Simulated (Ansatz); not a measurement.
CH8O2Si2 can be A, `OC(O)[SiH2][SiH3]`, or B, `C[Si](O)(O)[SiH3]`.

Computed with Ansatz on PBE0-D4/def2-TZVP structures; ΔE is electronic, products minus reactants. CCSD(T)/CBS is the MP2 limit (def2-TZVPP, def2-QZVPP) plus CCSD(T) − MP2 in def2-TZVPP, frozen cores. DFT in def2-TZVPP. One conformer a species, not always the lowest.

(1) Which is lower in electronic energy at CCSD(T)/CBS, and by how much? (Best estimate.)

(2) Give E(B) − E(A) in kcal/mol with B2PLYP, r2SCAN-D4, PBE0-D4, PBE-D4, CCSD/def2-TZVPP, HF/def2-TZVPP, ωB97M-V. (An estimate is asked.)

Largest T1 diagnostic: 0.013.

Results:

(1) Ansatz gave: B, by 86.9 kcal/mol.

(2) The calculation gave: B2PLYP -86.2, r2SCAN-D4 -85.4, PBE0-D4 -82.4, PBE-D4 -79.4, CCSD/def2-TZVPP -86.0, HF/def2-TZVPP -87.8, ωB97M-V -85.2. None reverses the order clearly.

From PBE to PBE0 (25 % exact exchange), in def2-TZVPP and without D4, E(B) − E(A) moves by −3.0 kcal/mol.
